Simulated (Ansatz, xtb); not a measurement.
**Two isomers of C5H9NO**

Structure a is `C=CC/C=C(\N)O`, a singlet and structure b is `C=CCCC(N)=O`, a singlet. Both are isolated molecules in the gas phase, relaxed with r2SCAN-D4/def2-SVP, each in the lowest conformer that the search found.

a (Å):

```yaml
atoms:
  - { symbol: C, position_ang: [2.5589, -2.2646, -1.6190] }
  - { symbol: C, position_ang: [1.2406, -2.4047, -1.8198] }
  - { symbol: C, position_ang: [0.2730, -1.2755, -2.0565] }
  - { symbol: C, position_ang: [-0.8052, -1.2042, -1.0034] }
  - { symbol: C, position_ang: [-0.5326, -0.8733, 0.2853] }
  - { symbol: N, position_ang: [0.7163, -0.5591, 0.7746] }
  - { symbol: O, position_ang: [-1.4764, -0.7556, 1.2558] }
  - { symbol: H, position_ang: [3.0362, -1.2773, -1.6662] }
  - { symbol: H, position_ang: [3.2079, -3.1242, -1.4259] }
  - { symbol: H, position_ang: [0.7916, -3.4064, -1.7654] }
  - { symbol: H, position_ang: [-0.2048, -1.4168, -3.0415] }
  - { symbol: H, position_ang: [0.8397, -0.3255, -2.1212] }
  - { symbol: H, position_ang: [-1.8414, -1.4259, -1.2746] }
  - { symbol: H, position_ang: [1.4822, -1.0463, 0.3149] }
  - { symbol: H, position_ang: [0.7728, -0.5858, 1.7875] }
  - { symbol: H, position_ang: [-2.3424, -0.8703, 0.8427] }
```

b (Å):

```xyz
16

C    -2.2304   -4.2818   -0.0707
C    -2.3441   -3.0023   -0.4447
C    -1.3799   -1.9099   -0.1052
C    -0.7714   -1.2569   -1.3462
C     0.0381   -0.0126   -0.9977
N     1.0029    0.3153   -1.9046
O    -0.1725    0.6518    0.0021
H    -2.9775   -5.0299   -0.3522
H    -1.3869   -4.6229    0.5406
H    -3.2069   -2.7049   -1.0597
H    -1.8841   -1.1112    0.4677
H    -0.5771   -2.2956    0.5459
H    -1.5772   -0.9358   -2.0342
H    -0.1581   -1.9796   -1.9126
H     1.5344    1.1652   -1.7550
H     1.1683   -0.2281   -2.7409
```

Quicker runs give these differences E(b) − E(a): GFN2-xTB −0.822 eV; HF/STO-3G −0.970 eV (at GFN2-xTB geometries); r2SCAN-D4/def2-SVP//GFN2-xTB −1.070 eV.

Task: Estimate E(b) − E(a) at the level CCSD(T)/def2-SVP + ΔMP2/def2-TZVPP.

Result: Calculated at CCSD(T)/def2-SVP + ΔMP2/def2-TZVPP: E(b) − E(a) = −0.975 eV, so structure b lies lower.

Level by level:

```csv
level,geometry,E(b) − E(a) (eV),departure from the last row (eV),"job, with rough time for the two"
GFN2-xTB,GFN2-xTB,−0.822,+0.153,"optimisation, 0.35 s"
HF/STO-3G,GFN2-xTB,−0.970,+0.004,"single point, 0.8 s"
r2SCAN-D4/def2-SVP//GFN2-xTB,GFN2-xTB,−1.070,−0.095,"single point, 9.9 s"
r2SCAN-D4/def2-SVP,r2SCAN-D4/def2-SVP,−1.057,−0.083,"optimisation, 3.1 min"
HF/def2-SVP,r2SCAN-D4/def2-SVP,−1.217,−0.242,part of the CCSD(T) run
MP2/def2-SVP,r2SCAN-D4/def2-SVP,−1.121,−0.147,part of the CCSD(T) run
CCSD(T)/def2-SVP,r2SCAN-D4/def2-SVP,−1.129,−0.155,single point
CCSD(T)/def2-SVP + ΔMP2/def2-TZVPP,r2SCAN-D4/def2-SVP,−0.975,,"single point, 3.2 min"
```

As drawn, b has 1 C–C, 1 C=O, 1 C–H in place of 1 C=C, 1 C–O, 1 O–H.

None of the levels shown reverses the order. The largest departure from CCSD(T)/def2-SVP + ΔMP2/def2-TZVPP is that of HF/def2-SVP, 0.242 eV. The last row adds to CCSD(T) the change of the MP2 difference between the two basis sets, here +0.155 eV, a large step that makes the value less sure.

With thermal terms from frequencies at re-optimised GFN2-xTB minima (ideal gas, soft modes damped towards free rotors, one conformer each, 298.15 K, 1 atm): the zero-point term adds +0.008 eV; ΔH is −0.960 and ΔG −0.991 eV.

The correlated steps freeze 7 core orbitals. Run with Ansatz 0.2.0, xtb 6.7.1; the last row on 2 threads of Arm Neoverse V1 on a shared host.
